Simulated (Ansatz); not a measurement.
Geometry optimisation, RKS PBE0-D4/def2-SVP in Ansatz 0.2.0.

Input file:

```yaml
crystal:
  periodic: [false, false, false]
  atoms:
    - { symbol: B, position_ang: [0.0, 0.0, 0.0] }
    - { symbol: "N", position_ang: [0.0, 0.0, 1.55] }
    - { symbol: H, position_ang: [-0.877, -0.2713, 2.08] }
    - { symbol: H, position_ang: [0.877, 0.2713, 2.08] }
    - { symbol: Cl, position_ang: [1.6108, 0.0, -0.93] }
    - { symbol: C, position_ang: [-1.3856, 0.0, -0.8] }
    - { symbol: H, position_ang: [-1.9458, -0.9305, -0.5708] }
    - { symbol: H, position_ang: [-1.9898, 0.8797, -0.4946] }
    - { symbol: H, position_ang: [-1.1839, 0.0508, -1.8903] }
basis:
  gaussian: { orbitals: def2-SVP }
hamiltonian:
  xc: pbe0
  dispersion: d4
relax:
  f_tol: 0.02
  max_steps: 40
```

Run as:

```bash
$ ansatz run input.yaml --threads 1 --pin off --max-ram 2048MiB --backend cpu --events-out ev --progress --plain --runs-dir out
```

Question: Where does it end, and by what steps?

Answer: The forces met the threshold. After 17 steps the energy has fallen by 0.751 eV; H8 moved furthest, 0.78 Å.

| step | energy less start (eV) | largest force component (eV/Å) | accepted |
| --- | --- | --- | --- |
| 0 | 0.0000 | 3.240 | yes |
| 1 | -0.6050 | 1.436 | yes |
| 2 | -0.6595 | 1.107 | yes |
| 3 | -0.6775 | 1.057 | yes |
| 4 | -0.7086 | 0.207 | yes |
| 5 | -0.7108 | 0.082 | yes |
| 6 | -0.7139 | 0.142 | yes |
| 7 | -0.7220 | 0.176 | yes |
| 8 | -0.7260 | 0.039 | yes |
| 9 | -0.7364 | 0.120 | yes |
| 10 | -0.7464 | 0.045 | yes |
| 11 | -0.7174 | 0.793 | no |
| 12 | -0.7498 | 0.029 | yes |
| 13 | -0.7467 | 0.261 | no |
| 14 | -0.7509 | 0.046 | yes |
| 15 | -0.7511 | 0.062 | yes |
| 16 | -0.7510 | 0.089 | no |
| 17 | -0.7515 | 0.013 | yes |

```xyz
9
Properties=species:S:1:pos:R:3
B -0.044 -0.086 0.081
N 0.023 0.182 1.445
H -0.793 0.425 1.992
H 0.887 0.149 1.969
Cl 1.491 -0.504 -0.742
C -1.371 -0.044 -0.755
H -1.556 -1.025 -1.223
H -2.255 0.227 -0.159
H -1.276 0.677 -1.584
```

Whether the end is a true minimum wasn't checked by a vibrational analysis.

The run took 47 s on 1 thread of Intel(R) Xeon(R) Platinum 8488C (Sapphire Rapids), with other jobs on the host, peak memory 0.18 GiB.
